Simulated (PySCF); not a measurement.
This PySCF input asks for the NMR shieldings of `C=C[SiH2]C1=CO[BH2-][O+]=C1`, C₅H₉BO₂Si; the geometry comes from GFN2-xTB.

```python
import basis_set_exchange as bse
import numpy as np
from pyscf import gto, dft
from pyscf.prop import nmr

atoms = """
C    -2.419839   -1.125811   -0.468266
C    -2.625373   -0.216661    0.473464
Si   -1.286042    0.863190    1.244021
C     0.363569    0.454544    0.453221
C     1.316965   -0.356229    1.067609
O     2.428447   -0.699105    0.585091
B     2.861158   -0.255260   -0.824727
O     1.785017    0.666695   -1.430784
C     0.718496    0.922365   -0.811931
H    -3.216438   -1.723756   -0.883990
H    -1.436202   -1.315156   -0.869606
H    -3.637429   -0.074000    0.832888
H    -1.599956    2.277559    1.003299
H    -1.190211    0.600353    2.684697
H     1.109393   -0.741056    2.069270
H     2.933149   -1.227784   -1.506419
H     3.862620    0.375124   -0.716561
H     0.023915    1.581305   -1.339592
"""
names = dict.fromkeys(["C", "Si", "O", "B", "H"], "pcSseg-1")
basis = {el: gto.basis.parse(bse.get_basis(n, elements=[el], fmt="nwchem")) for el, n in names.items()}
mol = gto.M(atom=atoms, basis=basis, charge=0, verbose=0)
mf = dft.RKS(mol, xc="PBE0")
mf.grids.level = 2
mf.grids.alignment = dft.numint.BLKSIZE   # the property module wants whole blocks of grid points
mf.conv_tol = 1e-9
mf.kernel()

calc = nmr.RKS(mf)   # GIAO
C = mf.mo_coeff
Co = C[:, mf.mo_occ > 0]
resp = mf.gen_response(singlet=True, hermi=2)
def vind(x):   # induced exchange potential for any number of trial vectors
    d = np.einsum("pi,xij,qj->xpq", C, 2 * x.reshape(-1, C.shape[1], Co.shape[1]), Co, optimize=True)
    return np.einsum("xpq,pi,qj->xij", resp(d - d.transpose(0, 2, 1)), C, Co, optimize=True).ravel()
mo1, _ = nmr.rhf.solve_mo1(calc, with_cphf=vind)
sigma = calc.kernel(mo1)
for i, s in enumerate(sigma):   # ppm
    print("%2d %-2s %9.2f" % (i, mol.atom_pure_symbol(i), np.trace(s) / 3))
```

Task: What does it print?

Result: 
```
 0 C      41.61
 1 C      46.90
 2 Si    399.90
 3 C      88.66
 4 C      -5.68
 5 O      38.92
 6 B      97.28
 7 O      37.51
 8 C      -6.06
 9 H      25.08
10 H      25.40
11 H      25.30
12 H      27.05
13 H      27.15
14 H      24.04
15 H      27.42
16 H      27.43
17 H      24.01
```

These numbers come from an equivalent density-fitted implementation of the same equations, which agrees with the script to about 0.01 ppm for H and up to a few tenths of a ppm for heavy atoms, so last digits may differ.

Size and cost of the density-fitted run: 205 basis functions, 80 s wall time on 1 thread of an Intel Xeon, shared host; peak memory 0.96 GiB.
